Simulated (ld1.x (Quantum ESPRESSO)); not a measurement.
# u(r) = r·R(r): atom against pseudo-atom (fluorine (F))

Columns: radius, all-electron u(r) and pseudo u(r) of the 2s shell (level -67.61 eV) of fluorine in the configuration [He] 2s2 2p3; LDA (PZ), scalar-relativistic, PAW scheme, ld1.x (Quantum ESPRESSO) 7.5.

```json
{"r (bohr)": "0.045", "all-electron": "0.3923", "pseudo": "-0.0996"}
{"r (bohr)": "0.090", "all-electron": "0.4914", "pseudo": "-0.1985"}
{"r (bohr)": "0.135", "all-electron": "0.4254", "pseudo": "-0.2960"}
{"r (bohr)": "0.180", "all-electron": "0.2729", "pseudo": "-0.3912"}
{"r (bohr)": "0.225", "all-electron": "0.0819", "pseudo": "-0.4836"}
{"r (bohr)": "0.270", "all-electron": "-0.1180", "pseudo": "-0.5722"}
{"r (bohr)": "0.315", "all-electron": "-0.3097", "pseudo": "-0.6562"}
{"r (bohr)": "0.360", "all-electron": "-0.4835", "pseudo": "-0.7349"}
{"r (bohr)": "0.405", "all-electron": "-0.6346", "pseudo": "-0.8073"}
{"r (bohr)": "0.450", "all-electron": "-0.7614", "pseudo": "-0.8728"}
{"r (bohr)": "0.495", "all-electron": "-0.8640", "pseudo": "-0.9304"}
{"r (bohr)": "0.540", "all-electron": "-0.9439", "pseudo": "-0.9795"}
{"r (bohr)": "0.585", "all-electron": "-1.0031", "pseudo": "-1.0194"}
{"r (bohr)": "0.630", "all-electron": "-1.0438", "pseudo": "-1.0495"}
{"r (bohr)": "0.675", "all-electron": "-1.0683", "pseudo": "-1.0695"}
{"r (bohr)": "0.720", "all-electron": "-1.0789", "pseudo": "-1.0790"}
{"r (bohr)": "0.765", "all-electron": "-1.0779", "pseudo": "-1.0779"}
{"r (bohr)": "0.810", "all-electron": "-1.0673", "pseudo": "-1.0673"}
{"r (bohr)": "0.855", "all-electron": "-1.0486", "pseudo": "-1.0486"}
{"r (bohr)": "0.900", "all-electron": "-1.0236", "pseudo": "-1.0236"}
{"r (bohr)": "0.945", "all-electron": "-0.9936", "pseudo": "-0.9936"}
{"r (bohr)": "0.990", "all-electron": "-0.9598", "pseudo": "-0.9598"}
{"r (bohr)": "1.035", "all-electron": "-0.9231", "pseudo": "-0.9231"}
{"r (bohr)": "1.080", "all-electron": "-0.8846", "pseudo": "-0.8846"}
{"r (bohr)": "1.125", "all-electron": "-0.8447", "pseudo": "-0.8447"}
{"r (bohr)": "1.170", "all-electron": "-0.8043", "pseudo": "-0.8043"}
```

(1) How many radial nodes do the two functions have?

(2) At about which radius was the pseudo-wave matched?

(3) Where does each function peak?

(4) Is the pseudo-wave norm-conserving?

Results:

(1) The all-electron 2s function has n − l − 1 = 1; the pseudo-wave has 0, since the states of the same l below it are removed with the core.

(2) 0.75 bohr, where the columns begin to agree (steps of 0.04 bohr).

(3) Outermost all-electron maximum near 0.72 bohr, pseudo maximum near 0.72 bohr (to the table’s step).

(4) No, it belongs to a PAW set: the norm inside the radius is not constrained, and the difference is carried by the augmentation charge.
